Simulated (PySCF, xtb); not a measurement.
Cl2GeH4Si, SMILES [GeH3][SiH](Cl)Cl.

GFN2-xTB (xtb) at its own geometry gives an orbital gap of 5.11 eV and a dipole moment of 1.15 D.

Geometry: ωB97X-D3(BJ)/def2-SVP. The structure was generated by enumeration, and PubChem lists no compound with its InChIKey, so it may never have been made.

Problem. What does CAM-B3LYP/def2-TZVP in PySCF give? (An estimate is asked for; the answer gives what the named calculation found.)

Solution. gap 10.19 eV (levels -9.51 and 0.68 eV), dipole 1.53 D.
